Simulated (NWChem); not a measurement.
Species: CH₄BClSe; SMILES CB(Cl)[SeH]

```xyz
8

B      0.4332     0.5944     0.0002
Cl    -0.8274     1.8515     0.0000
C      1.9413     1.0188    -0.0002
H      2.1503     1.6487    -0.8755
H      2.6446     0.1813    -0.0031
H      2.1525     1.6436     0.8784
Se    -0.2295    -1.2399     0.0000
H      1.1086    -1.8768     0.0017
```
Atoms are numbered in this order, from 1.

All runs: NWChem. Coordinates come from a B3LYP/6-31G* (spherical d) optimisation.

Q: What does the run give for B3PW91/def2-SVP? Quantities: highest occupied level (eV); orbital gap (eV); dipole (D).

A: 
```
Quantity                     Value
---------------------------  -----
highest occupied level (eV)  -7.26
orbital gap (eV)              6.19
dipole (D)                    1.89
```
